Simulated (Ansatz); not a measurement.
Ansatz input wanted

[CH6BNO2]+: 11 atoms, total charge +1, spin state doublet. As SMILES of the parent species, `COB(N)O`. The shape is that of a PBE0-D4/def2-TZVP optimisation. This is one conformer, not always the lowest. That shape belongs to the parent species and isn't relaxed for this state.

```xyz
11

C     0.7135    0.8516    1.1297
O    -0.4467    0.1025    0.8785
B    -0.6440   -0.5067   -0.3384
N     0.2758   -0.4319   -1.4037
O    -1.8010   -1.2231   -0.5148
H     0.8013    1.7018    0.4431
H     0.6544    1.2386    2.1476
H     1.6169    0.2360    1.0476
H     1.1441    0.0663   -1.3669
H     0.0952   -0.8909   -2.2775
H    -2.3441   -1.2011    0.2754
```

Settings wanted:

* basis set: 6-31G*
* integral approximation: none
* task: energy
* method: DFT
* functional: r2SCAN0
* reference: UKS
* relativity: none
* accuracy: high
* d and f functions: spherical

**Question.** Write the Ansatz 0.2.0 input and the command.

**Answer.** This one ran through:

input.yaml:
```yaml
basis:
  gaussian: {orbitals: 6-31G_st_-spherical.json}
crystal:
  periodic: [false, false, false]
  atoms:
    - {symbol: C, position_ang: [0.713500, 0.851600, 1.129700]}
    - {symbol: O, position_ang: [-0.446700, 0.102500, 0.878500]}
    - {symbol: B, position_ang: [-0.644000, -0.506700, -0.338400]}
    - {symbol: N, position_ang: [0.275800, -0.431900, -1.403700]}
    - {symbol: O, position_ang: [-1.801000, -1.223100, -0.514800]}
    - {symbol: H, position_ang: [0.801300, 1.701800, 0.443100]}
    - {symbol: H, position_ang: [0.654400, 1.238600, 2.147600]}
    - {symbol: H, position_ang: [1.616900, 0.236000, 1.047600]}
    - {symbol: H, position_ang: [1.144100, 0.066300, -1.366900]}
    - {symbol: H, position_ang: [0.095200, -0.890900, -2.277500]}
    - {symbol: H, position_ang: [-2.344100, -1.201100, 0.275400]}
magnetization: {spin_polarized: true, initial_magnetization: 1}
output: {orbitals: {seedname: orbitals}}
total_charge: 1
hamiltonian: {xc: {name: r2SCAN0}}
accuracy: high
```

```bash
$ ansatz run input.yaml --threads 1 --pin off --max-ram 3480MiB --events-out events.jsonl --progress --plain --runs-dir runs
```

(Basis files named in the input come from the Basis Set Exchange and aren't shown.)

Calculated total energy: -271.35186 Eh.
